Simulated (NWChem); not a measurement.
Molecule: CdH2; SMILES [CdH2]

```xyz
3

Cd     0.0000     0.0000     0.0000
H      0.0000     0.0000    -1.6798
H      0.0000     0.0000     1.6798
```
Atoms are numbered in this order, from 1.

Level: PBE0/def2-SVP with def2 effective core potentials on Cd (NWChem), optimised geometry, unscaled harmonic frequencies. def2 effective core potentials on Cd; no spin-orbit coupling.

### Question
List the harmonic frequencies with IR intensities, and the thermochemistry.

### Answer
```
frequency (cm⁻¹)  IR intensity (km/mol)
----------------  ---------------------
641                               160.0
641                               160.0
1819                              385.2
1832                                0.0
```

The zero-point energy is 7.0 kcal/mol, the thermal correction to the enthalpy at 298.15 K (with zero-point energy) is 9.3 kcal/mol and the heat capacity Cv is 6.9 cal/(mol K). The entropy at 298.15 K and 1 atm (symmetry number 2) is 50.0 cal/(mol K).

Rigid rotor and harmonic oscillator.
